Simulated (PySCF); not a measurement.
Start geometry of 2-isopropenylaniline (`C=C(C)c1ccccc1N`) from GFN2-xTB (Å):
```
atom  x, y, z in Å
C1    -2.1070    0.2168   -1.1732
C2    -1.4926    0.0791   -0.0256
C3    -2.2248    0.1823    1.2843
C4    -0.0091   -0.2078    0.0402
C5     0.4147   -1.2343    0.8625
C6     1.7572   -1.5314    0.9659
C7     2.6909   -0.8068    0.2358
C8     2.2675    0.2298   -0.5809
C9     0.8949    0.5417   -0.6733
N10    0.5060    1.5437   -1.5406
H11   -3.1918    0.4554   -1.2018
H12   -1.6269    0.1217   -2.1187
H13   -2.4055   -0.7972    1.6996
H14   -1.6265    0.7501    2.0175
H15   -3.1742    0.6585    1.1670
H16   -0.2994   -1.7888    1.4484
H17    2.0910   -2.3275    1.6098
H18    3.7263   -1.0257    0.3079
H19    2.9663    0.7983   -1.1378
H20    1.1961    2.2299   -1.7695
H21   -0.4242    1.9345   -1.3943
```

Task: What comes out of this run: PBE0-D3(BJ)/def2-SVP geometry optimisation, gas phase in PySCF 2.14.0?

Result: 
```
atom  x, y, z in Å
C1    -2.0549    0.6118   -1.2075
C2    -1.4233    0.3565   -0.0474
C3    -2.1935    0.3244    1.2440
C4     0.0326    0.0766    0.0320
C5     0.5000   -0.9076    0.9157
C6     1.8487   -1.2171    1.0465
C7     2.7778   -0.5055    0.2884
C8     2.3515    0.4897   -0.5788
C9     0.9882    0.8021   -0.7296
N10    0.6198    1.7868   -1.6221
H11   -3.1298    0.8116   -1.2251
H12   -1.5336    0.5875   -2.1671
H13   -2.2409   -0.6960    1.6576
H14   -1.7127    0.9536    2.0094
H15   -3.2266    0.6687    1.0978
H16   -0.2283   -1.4620    1.5112
H17    2.1705   -2.0011    1.7346
H18    3.8453   -0.7230    0.3749
H19    3.0835    1.0510   -1.1665
H20    1.3350    2.4698   -1.8348
H21   -0.3026    2.1842   -1.4836
```

The energy falls by 5.5 kcal/mol over 10 energy and gradient evaluations, the largest force component goes from 0.0500 to 1.6e-04 Eh/bohr, and the atoms move by 0.117 Å rms after alignment. The bond that changes most is C4–C9 (substituted aromatic carbon to aromatic carbon bearing nitrogen), which lengthens by 0.047 Å. Bonds longer at the end by more than 0.005 Å: 13 of 21; shorter: 3. Among the angles that change most is C5–C4–C9, from 120.8° to 118.1°. Rotational constants go from 2230, 1171, 832.6 to 2186, 1169, 808.5 MHz. The orientation of the end geometry is arbitrary; only internal coordinates are fixed.

The run used 195 basis functions and 67 SCF cycles in all.

Stationary, but not proved a minimum. The numbers are those of one conformer.
